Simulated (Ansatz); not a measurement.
Input file for Ansatz (an electronic-structure program): R-PBE/def2-TZVPP on H2SSn (SMILES [SH][SnH]), atoms moved off the minimum. Elements past Kr take the def2 small-core potentials; no spin–orbit coupling.

Ansatz 0.2 input:
```yaml
crystal:
  periodic: [false, false, false]
  atoms:
    - {symbol: Sn, position_ang: [0.19507713, -0.39957540, 0.39999089]}
    - {symbol: H, position_ang: [0.45812109, -1.55427039, -0.99337523]}
    - {symbol: S, position_ang: [-0.40208967, 1.36680712, -1.12844377]}
    - {symbol: H, position_ang: [-0.64151544, 2.43509486, -0.22581502]}
basis:
  gaussian:
    orbitals: def2-TZVPP
hamiltonian:
  xc: {name: PBE}
scf: {lower_state_search: off}
output: {forces: true}
```

It printed:

```
WARN ansatz: RAYON_NUM_THREADS=1 ignored (pool sized by the plan → 1); use --threads N
Functional definition: PBE
these checks for a lower state are left out or cut short: stability, starts, cluster_reference, orbital_swaps, neighbouring_geometries, increment
integrals: 0.04 GiB planned
790 factors; their error is unknown
mean field: 0.30 GiB planned
mean field evaluation 1: about -16693.7992 eV, gradient 2.3e1 eV
mean field evaluation 2: about -16679.4847 eV, gradient 6.7e1 eV
mean field evaluation 4: about -16695.5171 eV, gradient 4.3e0 eV
mean field evaluation 8: about -16695.5651 eV, gradient 2.2e-1 eV
mean field evaluation 16: about -16695.5652 eV, gradient 3.1e-4 eV
mean field -16695.56520367 eV, -613.5507045744 hartree, gradient 6.5e-6 eV, S^2 0.000000; 0 other end points of the search recorded, 0 dependent functions left out
the calculation of the forces begins
reference -16695.56524158 eV, -613.5507059675 hartree; 20, 20 occupied and 100, 100 virtual orbitals, 790 factors
Total energy: -16695.56524158 eV, -613.5507059675 hartree
Atom 0 at     0.195077    -0.399575     0.399991 Å, force     0.123821    -0.354453     0.186978 eV/Å
Atom 1 at     0.458121    -1.554270    -0.993375 Å, force    -0.091896     0.311593     0.159748 eV/Å
Atom 2 at    -0.402090     1.366807    -1.128444 Å, force    -0.293963     1.184278     0.339454 eV/Å
Atom 3 at    -0.641515     2.435095    -0.225815 Å, force     0.262038    -1.141418    -0.686180 eV/Å
Dipole moment:     0.018874     0.008167     0.362584 e Å
Checks for a lower state left out: stability, starts, cluster_reference, orbital_swaps, neighbouring_geometries, increment
```

The calculation finished and met its thresholds.

Cost: roughly 1.3 core-seconds.
